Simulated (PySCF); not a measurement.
**Sc(2+) (scandium, charge +2) across methods**

[Ar] 3d1, 2D determinant. Computed with PySCF 2.14 in x2c-TZVPPall (6s5p4d2f1g, 64 functions), with the spin-free X2C one-electron Hamiltonian (Gaussian nucleus).

```csv
method,E (hartree),mean ε 3p α (eV),mean ε 3p β (eV),mean ε 3d α (eV),Σ⟨r²⟩ (bohr²),⟨S²⟩
PBE0,-763.278,-52.005,-50.922,-20.283,16.26,0.750
PBE,-763.232,-49.295,-48.473,-18.604,16.34,0.750
UHF,-762.62885,-59.000,-57.015,-24.591,16.23,0.751
PW91,-763.471,-49.368,-48.548,-18.689,16.33,0.750
LDA,-761.460,-49.346,-48.539,-18.522,16.35,0.750
B97-3,-763.378,-52.075,-51.026,-20.257,16.20,0.750
M06-2X,-763.474,-54.434,-53.259,-21.698,16.27,0.750
TPSS,-763.489,-49.521,-48.662,-18.702,16.27,0.750
```

Problem. Estimate the same row for r2SCAN.

Solution. E (hartree) = -763.424; mean ε 3p α (eV) = -50.170; mean ε 3p β (eV) = -49.178; mean ε 3d α (eV) = -18.823; Σ⟨r²⟩ (bohr²) = 16.25; ⟨S²⟩ = 0.751.
